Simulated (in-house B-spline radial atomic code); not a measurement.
# PBE0 excitations of Ce⁴⁺

Method: PBE0. Computed with a B-spline radial code for spherical atoms: linear response of the closed shell [Kr] 4d10 5s2 5p6 with the functional's adiabatic kernel; scalar-relativistic (spin-free one-electron X2C), finite nucleus, no spin-orbit coupling, no double excitations, S, P, D and F terms only; shells from n = 3 respond. Only terms of natural parity with L up to 3 were computed.

Spin-orbit coupling is strong here, so these LS terms don't match observed levels.

Command:
```bash
python run_td.py task.json out
```
Settings (radii: box in bohr, nucleus in fm):
```
Z                        58
electrons                54
configuration            [Kr] 4d10 5s2 5p6
hamiltonian              x2c
method                   pbe0
box_radius               19.1
rms_radius               4.8771
intervals                71
```

Cost of the run: 5.2 s on 1 thread of Arm Neoverse N1 (shared host).

The lowest states, in the order of their Tamm-Dancoff energies; the method's threshold (minus the highest occupied level) is 61.94 eV. Labels give the largest channel, * marks a mixed state, and oscillator strengths are full-response dipole values. Semilocal kernels can invert the small singlet-triplet splittings of Rydberg terms. Energies in eV:

```tsv
state	full response	Tamm-Dancoff	oscillator strength
5p → 4f 3D	12.792	12.852	-
5p → 4f 1D	15.063	15.210	-
5p → 5d 3P	23.125	23.198	-
5p → 5d 3F	?	?	-
5p → 5d 1F	25.319	25.341	-
5p → 6s 3P	30.97	30.98	-
5p → 5d 1P	30.35	31.22	4.47
5p → 6s 1P	31.50	31.68	1.98
5s → 4f 3F	?	?	-
5s → 4f 1F	33.87	33.88	-
```

Q: Where does 5s → 4f 3F lie?

A: At 32.77 eV in full response, 32.80 eV in Tamm-Dancoff.

Q: Where does 5p → 5d 3F lie?

A: At 23.421 eV in full response, 23.551 eV in Tamm-Dancoff.

Q: How large is the singlet-triplet splitting of 5p → 4f (D terms) in Tamm-Dancoff?

A: 2.36 eV, from the unrounded values.

Q: What polarisabilities and dispersion coefficient does the method give?

A: Dipole 5.817 bohr³, quadrupole 18.82 bohr⁵, C6 32.87 hartree·bohr⁶ for two such species.
